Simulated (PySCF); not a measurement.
CH3ClSSe. Atoms are numbered in the order given.

```xyz
7

Se     0.2561     0.0331     0.8253
Cl     0.7719     1.8565    -0.3860
S     -0.2140    -1.4642    -0.6768
C     -1.9344    -1.0512    -1.1490
H     -2.6076    -1.1222    -0.2845
H     -2.2275    -1.7863    -1.9140
H     -1.9635    -0.0412    -1.5795
```

Coordinates come from a B3LYP-D3(BJ)/def2-SVP optimisation. This is a generated structure with no PubChem entry under its InChIKey; it may be hypothetical. Other conformers were not sampled.

Level of theory: PySCF with TDA-CAM-B3LYP/def2-SVPD.

Vertical excitations. Gas-phase values at a fixed geometry.

Question: Estimate the UV-visible absorptions. (The exact figures need the calculation; the answer reports its results.)

Answer: 
| state | energy (eV) | λ (nm) | f | main pairs |
|---|---|---|---|---|
| S1 | 2.91 | 426 | 0.000 | HOMO→LUMO 96 % |
| S2 | 4.21 | 294 | 0.004 | HOMO→LUMO+1 80 %, HOMO−1→LUMO 13 % |
| S3 | 4.51 | 275 | 0.059 | HOMO−1→LUMO 67 %, HOMO→LUMO+1 14 % |
| S4 | 4.82 | 257 | 0.010 | HOMO−2→LUMO 94 % |
| S5 | 5.03 | 246 | 0.016 | HOMO−1→LUMO+1 85 % |
| S6 | 5.53 | 224 | 0.006 | HOMO−3→LUMO 91 % |
| S7 | 6.42 | 193 | 0.004 | HOMO−4→LUMO 69 %, HOMO−2→LUMO+1 11 % |
| S8 | 6.53 | 190 | 0.005 | HOMO→LUMO+3 52 %, HOMO−4→LUMO 16 % |
| S9 | 6.68 | 186 | 0.027 | HOMO→LUMO+2 60 %, HOMO→LUMO+3 21 % |
| S10 | 6.84 | 181 | 0.029 | HOMO−1→LUMO+3 33 %, HOMO−2→LUMO+1 22 %, HOMO−1→LUMO+2 22 %, HOMO→LUMO+2 5 % |
| T1 | 2.14 | 579 | 0 | HOMO→LUMO 96 % |
| T2 | 3.50 | 355 | 0 | HOMO−1→LUMO 62 %, HOMO→LUMO+1 28 % |
| T3 | 3.62 | 343 | 0 | HOMO→LUMO+1 64 %, HOMO−1→LUMO 28 % |
| T4 | 4.09 | 303 | 0 | HOMO−2→LUMO 92 % |
Triplets are in the Tamm–Dancoff approximation.
